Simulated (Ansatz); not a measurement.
A made-up structure of CH3OZn (charge -1), closed shell:

```tsv
atom	x (Å)	y (Å)	z (Å)
C1	0.3877	-0.4937	0.3948
Zn2	-0.6430	0.8189	-0.6548
O3	-1.5394	1.9607	-1.5677
H4	-0.0868	2.1413	-0.1230
H5	1.3812	-0.6637	-0.0367
H6	0.5340	-0.1577	1.4281
```

It is relaxed with PBE-D4/def2-SVPD and then PBE0-D4/def2-TZVPD (Ansatz 0.2.0). Atoms count as bonded within 1.22 times the sum of their covalent radii (H–H: 0.88 Å). The end point is not checked to be a true minimum.

Task: Does its bonding change? (A judgement: the text doesn't fix the answer.)

Result: The calculation gives: Yes. Formed: C1–H4; broken: Zn2–H4.

Where it ends: The first stage lowers the energy by 3.70 eV in 15 steps. It ends as CH₃OZn ([CH3][Zn][O]), total charge -1:
C1  (0.556, 0.364, 0.343)
Zn2  (-0.908, 0.994, -0.817)
O3  (-2.182, 1.542, -1.826)
H4  (1.188, 1.194, 0.681)
H5  (1.206, -0.349, -0.179)
H6  (0.173, -0.139, 1.239)
(Å)

Labels in which every atom is bracketed show which atoms are joined, not bond orders.

For scale, one of the runs: PBE0-D4/def2-TZVPD relaxation, 155 basis functions, launched by `ansatz run in.yaml --threads 2 --pin off --events-out ev --progress --plain --max-ram 4352MiB`. The run took about 23 s on 2 CPU threads of an Arm Neoverse V1 (shared host).
